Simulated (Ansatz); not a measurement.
Relaxation of ClH$_{5}$OSn (8 atoms, charge 0, multiplicity 1), to a largest force component of 0.03 eV/Å in at most 50 steps.

All numbers below come from RKS PBE/def2-SVP in Ansatz 0.2.0.

```xyz
8
Properties=species:S:1:pos:R:3
Sn -0.039 -0.538 -0.314
H 0.793 0.433 2.337
H 1.453 0.224 -0.714
H -1.334 0.468 0.214
Cl -0.800 -1.690 -2.255
O 0.292 -1.981 1.002
H 0.033 -2.844 0.624
H 0.752 -0.289 2.353
```

Where does it end, and by what steps?

It converged. The force dipped under the threshold on the way, but the program's further checks kept it going. After 20 steps the energy has fallen by 0.124 eV; H2 moved furthest, 1.34 Å.

| step | energy less start (eV) | largest force component (eV/Å) | accepted |
| --- | --- | --- | --- |
| 0 | 0.0000 | 1.897 | yes |
| 1 | -0.0699 | 0.074 | yes |
| 2 | -0.0742 | 0.024 | yes |
| 3 | -0.0751 | 0.022 | yes |
| 4 | -0.0762 | 0.299 | yes |
| 5 | -0.0782 | 0.448 | yes |
| 6 | -0.0912 | 0.275 | yes |
| 7 | -0.1020 | 0.195 | yes |
| 8 | -0.0728 | 1.066 | no |
| 9 | -0.0941 | 0.185 | no |
| 10 | -0.1079 | 0.049 | yes |
| 11 | -0.1106 | 0.035 | yes |
| 12 | -0.1053 | 0.591 | no |
| 13 | -0.1122 | 0.064 | yes |
| 14 | -0.1142 | 0.093 | yes |
| 15 | -0.1157 | 0.183 | yes |
| 16 | -0.1174 | 0.168 | yes |
| 17 | -0.1190 | 0.294 | yes |
| 18 | -0.1210 | 0.199 | yes |
| 19 | -0.1230 | 0.026 | yes |
| 20 | -0.1244 | 0.027 | yes |

```xyz
8
Properties=species:S:1:pos:R:3
Sn -0.116 -0.528 -0.819
H 0.948 -0.114 3.555
H 1.273 0.277 -1.424
H -1.497 0.408 -0.372
Cl -0.869 -2.094 -2.443
O 0.593 -1.568 0.747
H -0.104 -2.131 1.135
H 0.923 -0.468 2.869
```

Run time: 49 s on 1 thread of Arm Neoverse V2, with other jobs on the host, peak memory 0.12 GiB.
